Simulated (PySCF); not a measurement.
This PySCF input asks for the NMR shieldings of SMILES CC(F)(F)[Si@H](S)C[SiH3], C3H10F2SSi2; the geometry comes from GFN2-xTB.

```python
import basis_set_exchange as bse
import numpy as np
from pyscf import gto, dft
from pyscf.prop import nmr

atoms = """
C    -2.374173    0.546092   -0.610805
C    -1.791932   -0.308012    0.495190
F    -2.088045   -1.627685    0.251269
F    -2.451750   -0.031249    1.674162
Si    0.119919   -0.159025    0.819113
S     0.461825    1.858117    1.485935
C     1.065700   -0.439160   -0.786144
Si    2.961832   -0.465963   -0.571297
H    -2.116428    1.587955   -0.440277
H    -3.457689    0.442051   -0.632286
H    -1.964930    0.221207   -1.563277
H     0.410426   -1.090880    1.904849
H    -0.609035    1.938720    2.262076
H     0.812852    0.345743   -1.500199
H     0.743561   -1.380264   -1.230120
H     3.562299   -0.693577   -1.887212
H     3.394768    0.816080   -0.023997
H     3.312041   -1.553833    0.341363
"""
names = dict.fromkeys(["C", "F", "Si", "S", "H"], "pcSseg-1")
basis = {el: gto.basis.parse(bse.get_basis(n, elements=[el], fmt="nwchem")) for el, n in names.items()}
mol = gto.M(atom=atoms, basis=basis, charge=0, verbose=0)
mf = dft.RKS(mol, xc="PBE0")
mf.grids.level = 2
mf.grids.alignment = dft.numint.BLKSIZE   # the property module wants whole blocks of grid points
mf.conv_tol = 1e-9
mf.kernel()

calc = nmr.RKS(mf)   # GIAO
C = mf.mo_coeff
Co = C[:, mf.mo_occ > 0]
resp = mf.gen_response(singlet=True, hermi=2)
def vind(x):   # induced exchange potential for any number of trial vectors
    d = np.einsum("pi,xij,qj->xpq", C, 2 * x.reshape(-1, C.shape[1], Co.shape[1]), Co, optimize=True)
    return np.einsum("xpq,pi,qj->xij", resp(d - d.transpose(0, 2, 1)), C, Co, optimize=True).ravel()
mo1, _ = nmr.rhf.solve_mo1(calc, with_cphf=vind)
sigma = calc.kernel(mo1)
for i, s in enumerate(sigma):   # ppm
    w = np.linalg.eigvalsh((s + s.T) / 2)
    print("%2d %-2s iso %8.1f  s11 %8.1f  s22 %8.1f  s33 %8.1f" % (i, mol.atom_pure_symbol(i), w.mean(), *w))
```

Problem. What does it print?

Solution. 
```
 0 C  iso    163.6  s11    148.9  s22    154.9  s33    187.1
 1 C  iso     52.9  s11     35.0  s22     52.4  s33     71.3
 2 F  iso    303.1  s11    189.1  s22    324.4  s33    395.7
 3 F  iso    301.3  s11    191.7  s22    328.4  s33    383.8
 4 Si iso    355.3  s11    336.7  s22    353.0  s33    376.2
 5 S  iso    761.5  s11    672.1  s22    700.1  s33    912.2
 6 C  iso    196.6  s11    185.1  s22    199.9  s33    204.9
 7 Si iso    424.6  s11    403.9  s22    408.5  s33    461.4
 8 H  iso     29.9  s11     25.2  s22     30.6  s33     34.0
 9 H  iso     29.9  s11     26.3  s22     27.3  s33     36.2
10 H  iso     30.4  s11     26.0  s22     29.9  s33     35.2
11 H  iso     26.7  s11     23.9  s22     24.3  s33     31.9
12 H  iso     31.2  s11     22.5  s22     28.2  s33     42.8
13 H  iso     31.7  s11     26.6  s22     30.4  s33     38.0
14 H  iso     31.6  s11     25.2  s22     30.1  s33     39.4
15 H  iso     27.5  s11     23.6  s22     25.1  s33     33.9
16 H  iso     27.7  s11     23.1  s22     27.8  s33     32.2
17 H  iso     27.7  s11     24.0  s22     26.0  s33     33.1
```

These numbers come from an equivalent density-fitted implementation of the same equations, which agrees with the script to about 0.01 ppm for H and up to a few tenths of a ppm for heavy atoms, so last digits may differ.

Problem. Turn these shieldings into chemical shifts. Referencing at the same level of theory: 13C (186.93 ppm) and 29Si (349.16 ppm) and 1H (31.72 ppm) against TMS; 19F (170.95 ppm) against CFCl3; CS2 for 33S (503.73 ppm).

Solution. Averaging equivalent atoms: C 1: 134.0; C 0: 23.3; C 6: -9.7; F 3: -130.4; F 2: -132.1; Si 4: -6.2; Si 7: -75.4; S 5: -258; H 11: 5.00; H 15/16/17: 4.05; H 8/9/10: 1.65; H 12: 0.56; H 14: 0.14; H 13: 0.04 ppm. Unscaled 19F shifts against computed CFCl3 carry errors that often reach 10 to 50 ppm.

Size and cost of the density-fitted run: 207 basis functions, 82 s wall time on 1 thread of an Arm Neoverse N1, shared host; peak memory 0.93 GiB.
